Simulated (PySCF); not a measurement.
C₄H₄BrF.
Atom-mapped SMILES: `[F:1][C@H:2]([Br:3])[C:4]1=[CH:5][CH2:6]1` (hydrogens: H7 on C2; H8 on C5; H9, H10 on C6)

Computed by this run: PySCF, PBE0-D3(BJ)/def2-SVP geometry optimisation, gas phase; density fitting, grid level 1; the optimiser is geomeTRIC in internal coordinates, started from a GFN2-xTB structure.

The end geometry, which sets the zero of energy:
```
atom  x, y, z in Å
F1      1.9445   -1.3555    0.3470
C2      1.4270   -0.1663   -0.0088
Br3     2.0202    1.2133    1.2671
C4     -0.0331   -0.1854   -0.0281
C5     -1.1583   -0.7877    0.2102
C6     -1.2624    0.6015   -0.3480
H7      1.8555    0.1548   -0.9699
H8     -1.6969   -1.6555    0.5796
H9     -1.5510    1.4332    0.3143
H10    -1.5578    0.7523   -1.3984
```

**Question.** These geometries come from the run, each turned onto the end geometry. Order them by energy, lowest first.
A.
```
atom  x, y, z in Å
F1      1.9660   -1.3451    0.3983
C2      1.4321   -0.1844   -0.0110
Br3     1.9484    1.2737    1.2000
C4     -0.0308   -0.2159   -0.0422
C5     -1.1659   -0.7967    0.1968
C6     -1.2461    0.6053   -0.3283
H7      1.8650    0.1155   -0.9778
H8     -1.7244   -1.6685    0.5334
H9     -1.5034    1.4246    0.3650
H10    -1.5531    0.7963   -1.3692
```
B.
```
atom  x, y, z in Å
F1      1.9763   -1.3462    0.2860
C2      1.4155   -0.1554   -0.0261
Br3     2.0242    1.1676    1.3492
C4     -0.0346   -0.2017   -0.0350
C5     -1.1690   -0.7761    0.2474
C6     -1.2644    0.5924   -0.3645
H7      1.8501    0.1971   -0.9690
H8     -1.7125   -1.6094    0.6162
H9     -1.5331    1.4353    0.2611
H10    -1.5646    0.7012   -1.4003
```
C.
```
atom  x, y, z in Å
F1      1.9528   -1.3453    0.3867
C2      1.4286   -0.1738   -0.0085
Br3     1.9955    1.2570    1.2284
C4     -0.0327   -0.2027   -0.0421
C5     -1.1630   -0.7944    0.1989
C6     -1.2570    0.6045   -0.3328
H7      1.8639    0.1181   -0.9759
H8     -1.7101   -1.6683    0.5410
H9     -1.5284    1.4292    0.3459
H10    -1.5615    0.7804   -1.3765
```

**Answer.** C (0.002 eV), A (0.009 eV), B (0.045 eV).

In the order of the answer:

```json
{"step": "2", "E above end (eV)": "0.002", "largest force (eV/Å)": "0.13", "rms force component (eV/Å)": "0.042", "rms distance from end (Å)": "0.036", "rms bond change (Å)": "0.002", "bond most changed (Å)": "C2–Br3 +0.004"}
{"step": "1", "E above end (eV)": "0.009", "largest force (eV/Å)": "0.31", "rms force component (eV/Å)": "0.088", "rms distance from end (Å)": "0.056", "rms bond change (Å)": "0.003", "bond most changed (Å)": "C2–Br3 -0.006"}
{"step": "0", "E above end (eV)": "0.045", "largest force (eV/Å)": "1.25", "rms force component (eV/Å)": "0.416", "rms distance from end (Å)": "0.053", "rms bond change (Å)": "0.016", "bond most changed (Å)": "C2–Br3 +0.033"}
```

The cost below is that of the whole optimisation. Time: 41 s wall; peak memory 0.60 GiB. Hardware: one thread of an Intel Xeon Platinum 8488C, no GPU, shared host with 96 logical CPUs at a one-minute load of 29.
